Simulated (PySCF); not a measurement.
A database entry of computed molecular properties. Lists by class give the value and the number of equivalent atoms.

```json
{
 "name": "TiH4",
 "formula": "TiH4",
 "smiles": "[H][Ti]([H])([H])[H]",
 "charge": 0,
 "multiplicity": 1,
 "geometry_level": "PBE0-D3(BJ)/def2-SVP",
 "atoms_angstrom": [
  ["Ti", 0.0, 0.0, 0.0],
  ["H", 0.011, -0.017, 1.685],
  ["H", 1.585, 0.01, -0.572],
  ["H", -0.802, 1.379, -0.542],
  ["H", -0.794, -1.372, -0.571]
 ],
 "electronic_structure_code": "PySCF",
 "results": {
  "PBE0-D3(BJ)/def2-SVP geometry optimisation, gas phase": {
   "point_group": "Td",
   "rotational_constants_GHz": [66.268, 66.249, 66.228]
  },
  "wB97X-D/def2-SVPD ground state and vertical TDDFT (core frozen in the response)": {
   "dipole_D": 0.0,
   "homo_eV": -10.86,
   "lumo_eV": -1.03,
   "S1_eV": 3.35,
   "T1_tda_eV": 3.09,
   "polarisability_au": 48.3,
   "r2_bohr2_about_centre_of_nuclear_charge": 92.3,
   "singlets_eV_and_f": [
    [3.35, 0.0],
    [3.35, 0.0],
    [3.36, 0.0],
    [3.69, 0.001],
    [3.69, 0.001],
    [3.69, 0.001],
    [4.46, 0.0],
    [4.46, 0.0],
    [4.46, 0.0],
    [4.7, 0.0],
    [4.7, 0.0],
    [4.77, 0.0],
    [4.77, 0.0],
    [4.91, 0.013],
    [4.91, 0.013]
   ],
   "triplets_tda_eV": [3.09, 3.09, 3.09, 3.15]
  },
  "B3LYP/pcSseg-1 (pcSseg-2 on Ti) ground state and GIAO shieldings, non-relativistic": {
   "shift_vs_computed_TMS_H_by_class_ppm": [
    [11.72, 4]
   ]
  }
 }
}
```

The rotational constants are those of a spherical top; the small spread among constants that symmetry makes equal is optimisation noise. S1 lies 6.48 eV below the HOMO–LUMO gap.

